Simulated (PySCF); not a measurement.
**Dipole moment and polarisability of `[H]/N=C/[SiH2]C(C)(C)C`**

Species: C5H13NSi.
Atom-mapped SMILES: `[H]/[N:7]=[CH:6]/[SiH2:5][C:2]([CH3:1])([CH3:3])[CH3:4]` (hydrogens: H8, H9, H10 on C1; H11, H12, H13 on C3; H14, H15, H16 on C4; H17, H18 on Si5; H19 on C6; H20 on N7)

Geometry (PBE0-D3(BJ)/def2-SVP, Å), atoms numbered from 1 in this order:
```
atom  x, y, z in Å
C1    -0.2923   -1.0428    1.0837
C2    -0.6970    0.1103    0.1597
C3    -1.0506   -0.4311   -1.2294
C4    -1.8917    0.8645    0.7509
Si5    0.7566    1.3228    0.0076
C6     2.3337    0.5152   -0.6879
N7     2.3368   -0.7010   -1.0663
H8     0.5657   -1.5967    0.6743
H9    -1.1336   -1.7499    1.1955
H10   -0.0270   -0.6861    2.0925
H11   -0.1965   -0.9605   -1.6774
H12   -1.8929   -1.1420   -1.1537
H13   -1.3603    0.3740   -1.9155
H14   -2.2014    1.7103    0.1156
H15   -1.6745    1.2591    1.7569
H16   -2.7594    0.1872    0.8428
H17    1.1144    1.9054    1.3429
H18    0.4129    2.4681   -0.8986
H19    3.2462    1.1487   -0.7497
H20    3.2609   -0.9801   -1.4180
```

Level: CAM-B3LYP/def2-SVPD (PySCF), static field, nuclei fixed, core orbitals frozen in the response. The polarisability tensor in these axes (au):

```
x   102.77   0.33  -5.71
y     0.33  98.14   3.92
z    -5.71   3.92  87.14
```

Q: Diagonalise the tensor; give its mean and Δα, where Δα² is half the sum of the squared differences of the eigenvalues.

A: Principal values 84.22, 99.06 and 104.77 au; mean 96.02 au = 14.23 Å³ = 15.83 × 10⁻⁴⁰ C²·m²/J; Δα = 18.37 au (19 % of the mean).

Q: What is the dipole moment, and where does it point?

A: (1.00, 0.63, -0.05) D, 1.18 D in size, pointing from the negative to the positive side. Measured along this direction, the outermost atoms are H16 and H12 at the negative end and H19 at the positive end.

Q: Give the eigenvalues of the traceless quadrupole moment Θ = ½Σq(3rr − r²1), origin at the centre of nuclear charge.

A: -5.58, -3.42, 9.00 D·Å. The values depend on the origin, since the dipole doesn't vanish. The electronic extent ⟨r²⟩ about the same centre is 1076 bohr², a root-mean-square distance of 2.17 Å for the 64 electrons.

Q: Sum over states: ᾱ = Σ f/ω², ω in Eh. What share falls to these 10 lowest TDDFT singlets (eV, f)? 4.48, 0.0022; 6.57, 0.0039; 6.71, 0.0047; 7.45, 0.0308; 7.55, 0.0004; 7.66, 0.0012; 7.71, 0.1900; 7.96, 0.0461; 8.10, 0.0548; 8.34, 0.1785.

A: They add up to 6.08 au, 6.3 % of the 96.02 au; the largest single term is 2.37 au, from the state at 7.71 eV. Terms in order: 0.08, 0.07, 0.08, 0.41, 0.00, 0.02, 2.37, 0.54, 0.62, 1.90 au. Higher excitations give the rest. The strengths listed sum to 0.513.

Q: Give the principal axes and the span of the nuclei along them.

A: Largest value along (0.93, -0.15, -0.33), where the nuclei span 6.53 Å; middle along (0.23, 0.95, 0.20), 4.10 Å; least along (0.29, -0.27, 0.92), 4.35 Å. The strongest response lies along the longest span, while the other two are in reverse order.

Q: What depolarisation ratio follows for Rayleigh scattering of linearly polarised light, taking the static tensor?

A: ρ = 3Δα²/(45ᾱ² + 4Δα²) = 1012.5/(414866 + 1350.0) = 0.00243.

Geometry: PBE0-D3(BJ)/def2-SVP, one conformer, isolated molecule.
